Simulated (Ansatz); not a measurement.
A structure relaxed at PBE0-D4/def2-TZVP, charge 0, multiplicity 1:

```xyz
9

F     0.627    0.734    2.124
Si   -0.328    0.304    0.928
F    -1.390   -0.717    1.530
S    -1.278    2.098    0.328
Ge    0.894   -0.800   -0.781
H    -1.969    1.473   -0.642
H     2.048    0.100   -1.241
H    -0.050   -1.051   -1.967
H     1.446   -2.141   -0.279
```

(1) Give its formula and SMILES.

(2) Summarise the bond lengths by kind.

## Answers

(1) F2GeH4SSi, `F[Si](F)(S)[GeH3]`.

(2) 2 × F–Si 1.590 to 1.591 Å; 1 × S–Si 2.117 Å; 1 × Ge–Si 2.373 Å; 1 × H–S 1.345 Å; 3 × Ge–H 1.534 to 1.536 Å.

Computed with Ansatz.
